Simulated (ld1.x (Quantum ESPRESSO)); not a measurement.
# Ranking TM potentials for Cr

All share these settings but for the change named:

chromium, norm-conserving Troullier–Martins (Kleinman–Bylander form), made with ld1.x (Quantum ESPRESSO) 7.5 (LDA (PZ), scalar-relativistic). Core [Ar], reference 3d5 4s0 4p1. Waves: 4s (bound, empty): rc 2.75 bohr; 4p (bound): rc 2.70 bohr; 3d (bound): rc 1.65 bohr. Local part: all-electron potential smoothed inside 2.40 bohr (lloc = -1). Core correction: none.

Test errors are all-electron minus pseudo excitation energies from the reference, over 3d5 4s1 4p0; 3d5 4s0 4p0; 3d4 4s0 4p0; 3d3 4s0 4p0; 3d5.5 4s0.5 4p0; 3d2 4s0 4p0; 3d4 4s2 4p0. None of these files shows a bound ghost.

The base gives 1128.5 meV.

Of 9 variants that were run, those that failed, showed a ghost or another fault, or gave nearly equal values are left out.

A variant can come out equal or close to the base, since the largest error may sit in a test that the change hardly touches while other tests move.

Rank these variants by their largest absolute test error, smallest first.
A. local potential all-electron potential smoothed inside 3.20 bohr (lloc = -1)
B. local potential all-electron potential smoothed inside 2.88 bohr (lloc = -1)
C. local potential all-electron potential smoothed inside 2.34 bohr (lloc = -1)

C (1099.3 meV), B (1369.5 meV), A (1570.6 meV).
